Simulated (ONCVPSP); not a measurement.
## PBE ONCV dataset for Co (Z = 27), scalar-relativistic all-electron reference.

The input file (ONCVPSP 4.0.1):

```
# ATOM AND REFERENCE CONFIGURATION
# atsym  z   nc   nv     iexc    psfile
  Co 27.00    5    2        4      upf
#
#   n    l    f
    1    0    2.00
    2    0    2.00
    2    1    6.00
    3    0    2.00
    3    1    6.00
    3    2    7.00
    4    0    1.50
#
# PSEUDOPOTENTIAL AND OPTIMIZATION
# lmax
    2
#
#   l,   rc,      ep,       ncon, nbas, qcut
    0    2.30    0.00    3    6    2.40
    1    2.40    0.33    4    7    2.80
    2    1.40    0.00    4    8    9.00
#
# LOCAL POTENTIAL
# lloc, lpopt,  rc(5),   dvloc0
    4    5    1.20    4.00
#
# VANDERBILT-KLEINMAN-BYLANDER PROJECTORs
# l, nproj, debl
    0    3    2.70
    1    2    1.90
    2    2    2.80
#
# MODEL CORE CHARGE
# icmod, fcfact, rcfact
    3    3.75    1.10
#
# LOG DERIVATIVE ANALYSIS
# epsh1, epsh2, depsh
   -2.00    5.00    0.02
#
# OUTPUT GRID
# rlmax, drl
    6.00    0.01
#
# TEST CONFIGURATIONS
# ncnf
    4
# nvcnf
#   n    l    f
    2
    3    2    7.00
    4    0    2.00
#
    2
    3    2    7.00
    4    0    1.00
#
    2
    3    2    7.00
    4    0    0.00
#
    2
    3    2    7.50
    4    0    1.50
#
```

Command:

```bash
oncvpsp.x < Co.dat > Co.out
```

Resulting log (shortened: citation, most of the input echo, consistency checks and plot data are left out):

```
ONCVPSP  (Optimized Norm-Conservinng Vanderbilt PSeudopotential)
scalar-relativistic version 4.0.1

#   n    l    f        energy (Ha)
    1    0    2.00    -2.7919677E+02
    2    0    2.00    -3.3190148E+01
    2    1    6.00    -2.8447463E+01
    3    0    2.00    -3.9180368E+00
    3    1    6.00    -2.5671013E+00
    3    2    7.00    -4.5536925E-01
    4    0    1.50    -3.3034978E-01

Reference configufation results
  iterations    28
  all-electron total energy (Ha)   -1.39301356D+03

Begin loop to  construct optimized pseudo wave functions
and semi-local pseudopoentials for all angular momenta

   Wellstate for l =  0  n =  6
     eigenvalue =   2.3697
     asymptotic potential =   2.8697
     half-point radius =  3.7656

   Wellstate for l =  0  n =  8
     eigenvalue =   5.0697
     asymptotic potential =   5.5697
     half-point radius =  4.2919

Calculating optimized projector #   1

 for l=   0

    Fraction of norm inside rc  0.376884
    Optimizing pswf for qcut=   2.40 a_B^-1,  ecut=   2.88 Ha
    Residual kinetic energy error=  4.34D-03 Ha

    Energy error per electron        Cutoff
         Ha          eV             Ha
         0.01000     0.27211        2.17
         0.00100     0.02721        7.97
         0.00010     0.00272       17.78
         0.00001     0.00027       38.16

Calculating optimized projector #   2

 for l=   0

    Fraction of norm inside rc  0.149405
    Optimizing pswf for qcut=   2.40 a_B^-1,  ecut=   2.88 Ha
    Residual kinetic energy error=  1.81D-01 Ha

    Energy error per electron        Cutoff
         Ha          eV             Ha
         0.01000     0.27211       10.44
         0.00100     0.02721       22.52
         0.00010     0.00272       32.14
         0.00001     0.00027       50.80

Calculating optimized projector #   3

 for l=   0

    Fraction of norm inside rc  0.111411
    Optimizing pswf for qcut=   2.40 a_B^-1,  ecut=   2.88 Ha
    Residual kinetic energy error=  8.82D-01 Ha

    Energy error per electron        Cutoff
         Ha          eV             Ha
         0.01000     0.27211       12.45
         0.00100     0.02721       25.65
         0.00010     0.00272       47.61
         0.00001     0.00027       95.88

WARNING wellstate: moderately localized bound state found for n= 4 l=  1
WARNING scattering state with energy  0.05000000
WARNING will be used for the first projector

   Wellstate for l =  1  n =  5
     eigenvalue =   0.0500
     asymptotic potential =   0.5500
     half-point radius = 13.7518

   Wellstate for l =  1  n =  6
     eigenvalue =   1.9500
     asymptotic potential =   2.4500
     half-point radius =  4.3584

Calculating optimized projector #   1

 for l=   1

    Fraction of norm inside rc  0.091868
    Optimizing pswf for qcut=   2.81 a_B^-1,  ecut=   3.94 Ha
    Residual kinetic energy error=  4.01D-04 Ha

    Energy error per electron        Cutoff
         Ha          eV             Ha
         0.01000     0.27211        0.89
         0.00100     0.02721        1.99
         0.00010     0.00272        9.09
         0.00001     0.00027       22.10

Calculating optimized projector #   2

 for l=   1

    Fraction of norm inside rc  0.151356
    Optimizing pswf for qcut=   2.81 a_B^-1,  ecut=   3.94 Ha
    Residual kinetic energy error=  3.23D-02 Ha

    Energy error per electron        Cutoff
         Ha          eV             Ha
         0.01000     0.27211        5.30
         0.00100     0.02721       10.90
         0.00010     0.00272       22.29
         0.00001     0.00027       30.56

   Wellstate for l =  2  n =  5
     eigenvalue =   2.3446
     asymptotic potential =   2.8446
     half-point radius =  3.0954

Calculating optimized projector #   1

 for l=   2

    Fraction of norm inside rc  0.777758
    Optimizing pswf for qcut=   9.00 a_B^-1,  ecut=  40.46 Ha
    Residual kinetic energy error=  1.05D-03 Ha

    Energy error per electron        Cutoff
         Ha          eV             Ha
         0.01000     0.27211       34.10
         0.00100     0.02721       41.12
         0.00010     0.00272      114.44
         0.00001     0.00027      153.50

Calculating optimized projector #   2

 for l=   2

    Fraction of norm inside rc  0.092267
    Optimizing pswf for qcut=   9.00 a_B^-1,  ecut=  40.46 Ha
    Residual kinetic energy error=  2.81D-03 Ha

    Energy error per electron        Cutoff
         Ha          eV             Ha
         0.01000     0.27211       36.00
         0.00100     0.02721       55.41
         0.00010     0.00272      140.19
         0.00001     0.00027      161.15

Construct Vanderbilt / Kleinmman-Bylander projectors

B matrix Hermiticity error, ll=   0
   1   2   -1.1284E-04
   1   3   -1.0243E-04
   2   3   -1.3623E-04

  Orthonormal projector coefficients  9.0703E+00  5.3446E+00  1.2087E+00

B matrix Hermiticity error, ll=   1
   1   2    4.1292E-05

  Orthonormal projector coefficients  3.2673E+00  4.7482E-01

B matrix Hermiticity error, ll=   2
   1   2   -2.5452E-04

  Orthonormal projector coefficients -1.1404E+01 -4.1395E+00

Model core correction analysis
  based on d2Exc/dn_idn_j

d2excae - all-electron derivatives

   -2.638684D-02   -7.793732D-03
   -7.791332D-03   -3.694271D-02

d2excps - pseudofunction derivatives with no core correction

   -4.649422D-02   -9.225831D-03
   -9.222205D-03   -3.814094D-02

rms 2nd derivative error    1.012226E-02

rmatch, rhocmatch    1.0708    4.6761

Teter function model core charge with specified parameters

d2excps - pseudofunction derivatives with core correction

   -3.935170D-02   -8.909536D-03
   -8.905917D-03   -3.800533D-02

rms 2nd derivative error    6.551795E-03

Pseudoatom total energy  -27.887971

Diagnostic tests using Vanderbilt-Kleinman-Bylander pseudopotentials
  1 or more projectors used as specified by nproj input data

   l    rcore       rmatch      e in        delta e   norm test  slope test

   0   2.3027481   2.3726645  -0.3303498   0.0000345   1.0000635   1.0013941
   0   2.3027481   2.3726645   2.3696502   0.0001520   1.0000904   1.0000904
   0   2.3027481   2.3726645   5.0696502   0.0003718   1.0003641   1.0003641

   1   2.4012219   2.4741282   0.0500000   0.0000013   1.0000448   1.0000448
   1   2.4012219   2.4741282   1.9500000   0.0000076   1.0001701   1.0001701

   2   1.4015675   1.4441222  -0.4553693  -0.0000028   1.0001084   1.0001192
   2   1.4015675   1.4441222   2.3446308   0.0000622   1.0001822   1.0001822

 Testing for bound ghosts
   n   l    E NL Schr. Eq   E Basis Diag.   E Cutoff

   1   0       -0.330315       -0.327648     35.21

   2   1       -0.154591       -0.141999     38.34

   3   2       -0.455372       -0.452661    175.46

 Testing for highly-localized positive-energy ghosts
       l    <radius>/rc     E Basis Diag.   E Cutoff

       0        0.249655        7.015649     35.21  WARNING - GHOST(+)

Test configuration 0

   n   l     f        eae           eps        diff
   1   0  2.0000 -279.19677447
   2   0  2.0000  -33.19014787
   2   1  6.0000  -28.44746256
   3   0  2.0000   -3.91803679
   3   1  6.0000   -2.56710128
   3   2  7.0000   -0.45536925   -0.45537210   -2.85D-06
   4   0  1.5000   -0.33034978   -0.33031532    3.45D-05

    Total energies and differences
      AE_ref= -1.39301356D+03  AE_tst= -1.39301356D+03  dif=  0.00D+00
      PS_ref= -2.78879706D+01  PS_tst= -2.78879706D+01  dif=  2.12D-12
      PSP excitation error= -2.12D-12

Test configuration 1

   n   l     f        eae           eps        diff
   1   0  2.0000 -279.04129361
   2   0  2.0000  -33.03777093
   2   1  6.0000  -28.29482653
   3   0  2.0000   -3.76330270
   3   1  6.0000   -2.41210144
   3   2  7.0000   -0.30149814   -0.30160549   -1.07D-04
   4   0  2.0000   -0.20102196   -0.20111474   -9.28D-05

    Total energies and differences
      AE_ref= -1.39301356D+03  AE_tst= -1.39314596D+03  dif= -1.32D-01
      PS_ref= -2.78879706D+01  PS_tst= -2.80204022D+01  dif= -1.32D-01
      PSP excitation error=  3.81D-05

Test configuration 2

   n   l     f        eae           eps        diff
   1   0  2.0000 -279.36759378
   2   0  2.0000  -33.35691557
   2   1  6.0000  -28.61456758
   3   0  2.0000   -4.08745788
   3   1  6.0000   -2.73676600
   3   2  7.0000   -0.62324404   -0.62302058    2.23D-04
   4   0  1.0000   -0.46903058   -0.46847962    5.51D-04

    Total energies and differences
      AE_ref= -1.39301356D+03  AE_tst= -1.39281409D+03  dif=  1.99D-01
      PS_ref= -2.78879706D+01  PS_tst= -2.76886106D+01  dif=  1.99D-01
      PSP excitation error=  1.14D-04

Test configuration 3

   n   l     f        eae           eps        diff
   1   0  2.0000 -279.74961545
   2   0  2.0000  -33.72818336
   2   1  6.0000  -28.98672406
   3   0  2.0000   -4.46431717
   3   1  6.0000   -3.11384592
   3   2  7.0000   -0.99457889   -0.99298233    1.60D-03

    Total energies and differences
      AE_ref= -1.39301356D+03  AE_tst= -1.39219723D+03  dif=  8.16D-01
      PS_ref= -2.78879706D+01  PS_tst= -2.70737186D+01  dif=  8.14D-01
      PSP excitation error=  2.08D-03

Test configuration 4

   n   l     f        eae           eps        diff
   1   0  2.0000 -278.94652011
   2   0  2.0000  -32.93115435
   2   1  6.0000  -28.18933915
   3   0  2.0000   -3.66790455
   3   1  6.0000   -2.31946675
   3   2  7.5000   -0.22212581   -0.22158511    5.41D-04
   4   0  1.5000   -0.17973602   -0.17991085   -1.75D-04

    Total energies and differences
      AE_ref= -1.39301356D+03  AE_tst= -1.39318126D+03  dif= -1.68D-01
      PS_ref= -2.78879706D+01  PS_tst= -2.80554938D+01  dif= -1.68D-01
      PSP excitation error= -1.71D-04
```

The run took about 5.4 s on one core of a shared server CPU.
